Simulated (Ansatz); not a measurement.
ZrCu₄⁺, relaxed as a doublet with UKS PBE-D4/def2-SVP in Ansatz, starting from the GFN1-xTB geometry. Force threshold 0.02 eV/Å.

In the def2 sets Zr takes a core potential; there is no spin–orbit coupling. The structure comes from a short search, and lower isomers may exist.

Start:

Cartesian coordinates in Å:
```
Zr -0.5794 -0.3251 0.1017
Cu -1.8808 -1.5102 -1.7193
Cu 1.4838 -1.3561 1.2188
Cu 1.6322 0.9728 -0.0128
Cu -0.6558 2.2186 0.4117
```

Q: Estimate the energy that the relaxation releases and the steps that it takes.

A: 25.9 kcal/mol, in 13 steps; 77 s on 4 threads of Arm Neoverse V1 on a shared host. No frequencies were taken in this run, so the end may be a saddle point.

Q: Does the start keep its bonding and symmetry?

A: Bonds formed: Cu2–Cu3, Cu2–Cu4, Cu2–Cu5 (atoms count from 1). The end is the same structure that another start reached, the lowest one found. Point group Cs at the start, C2v at the end, both within 0.05 Å.

Q: Predict the relaxed structure.

A: 
Cartesian coordinates in Å:
```
Zr -0.803 -0.194 1.273
Cu -0.574 -0.618 -1.218
Cu 1.055 -1.643 0.273
Cu 1.251 0.781 0.147
Cu -0.929 1.673 -0.474
```
Bond lengths (bridged metal pairs left out): 5 × Cu–Cu 2.43 to 2.67 Å; 4 × Cu–Zr 2.54 to 2.56 Å.
